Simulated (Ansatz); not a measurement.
Reaction (ligand exchange at a B–C bond): `CBCl` + HBr → `ClBBr` + CH₄

Gas-phase electronic energies from Ansatz, PBE0-D4/def2-TZVP geometries. CBS: MP2 limit from def2 TZ/QZ plus the TZ coupled-cluster correction, frozen cores. This one scheme is used for every species. DFT in def2-TZVPP. For Br outer-core shells are correlated without core-valence functions, which leaves a few kJ/mol of doubt a bond. Scalar relativity is left out up to krypton.

Problem. Is it downhill or uphill in electronic energy at CCSD(T)/CBS, and by how much? (Best estimate.)

Solution. The calculation gave: Downhill: ΔE = -74.9 kJ/mol.

Problem. What do these levels give: BLYP-D4, r2SCAN-D4, PBE0-D4, PBE-QIDH, BLYP, r2SCANh, BHLYP, HF/def2-SVP, CCSD/def2-SVP, MP2/def2-TZVPP, HF/def2-QZVPP, MP2/CBS(def2)? (Best estimate.)

Solution. Computed: BLYP-D4 -74.7, r2SCAN-D4 -75.4, PBE0-D4 -72.8, PBE-QIDH -74.8, BLYP -73.7, r2SCANh -74.7, BHLYP -69.8, HF/def2-SVP -68.2, CCSD/def2-SVP -72.8, MP2/def2-TZVPP -79.9, HF/def2-QZVPP -67.6, MP2/CBS(def2) -81.0 kJ/mol.

Problem. What do rigid-rotor, harmonic-oscillator terms from PBE0-D4/def2-TZVP frequencies (298.15 K, 1 bar) make of the CCSD(T)/CBS value? (An estimate is asked.)

Solution. The calculation gave: ΔZPE = +8.5 kJ/mol, ΔH = -67.3 kJ/mol, ΔS = -14 J/(mol·K), ΔG = -63.0 kJ/mol.

Largest T1 diagnostic among the species: 0.011.

Leaving LDA and LC-ωPBE aside and taking each functional with its dispersion term where it has one, the values, not all of them listed here, spread over 6.8 kJ/mol, from revPBE-D4 to CAM-B3LYP-D4. LDA lies +5.2 kJ/mol from PBE without D4. From BLYP to BHLYP (50 % exact exchange), in def2-TZVPP and without D4, ΔE moves by +3.8 kJ/mol.
